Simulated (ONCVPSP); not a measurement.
## lanthanum (La): excitation energies, all-electron against ONCV

```json
{"Element": "La", "Generator": "ONCVPSP 4.0.1", "Type": "optimised norm-conserving Vanderbilt (ONCV)", "Functional": "LDA (Perdew-Wang 92)", "Relativity": "scalar-relativistic", "Frozen core": "[Kr] 4d10", "Valence charge": "11", "Reference configuration": "5s2 5p6 5d1 6s1.5 (charge +0.5)", "Partial waves": "5s+6s: rc 2.60 bohr, ncon 4, nbas 9, qcut 3.8 1/bohr, 2 projectors; 5p: rc 1.85 bohr, ncon 4, nbas 9, qcut 3.9 1/bohr, 2 projectors, debl 1.1 Ha; 5d: rc 2.65 bohr, ncon 4, nbas 8, qcut 4.1 1/bohr, 2 projectors, debl 2.6 Ha; f scattering state at 0.47 Ha: rc 2.80 bohr, ncon 5, nbas 8, qcut 4.4 1/bohr, 1 projector", "Local potential": "polynomial inside 1.75 bohr (lpopt 5, dvloc0 0 Ha)", "Core correction": "none"}
```

In the f channel the program set the typed energies aside and used -0.272 Ha.

Energies are relative to the spin-unpolarised reference configuration 5s2 5p6 5d1 6s1.5; without spin polarisation the order of configurations can differ from experiment.

| valence configuration | charge | ΔE all-electron (eV) | error AE − PS (meV) |
| --- | --- | --- | --- |
| 5s2 5p6 5d1 6s2 | 0 | -2.480 | +0.3 |
| 5s2 5p6 5d1 6s1 | +1 | 3.678 | -0.8 |
| 5s2 5p6 5d1 6s0 | +2 | 14.825 | -5.5 |
| 5s2 5p6 5d1.5 6s1.5 | 0 | -2.119 | -0.9 |

Levels in the configuration 5s2 5p6 5d1.5 6s1.5:

```
level  all-electron (eV)  pseudo (eV)
   5s            -38.254      -38.270
   5p            -21.719      -21.724
   5d             -2.712       -2.711
   6s             -3.547       -3.548
```

Note: no bound ghost flagged; GHOST(+) flagged for s at 37.2 eV.
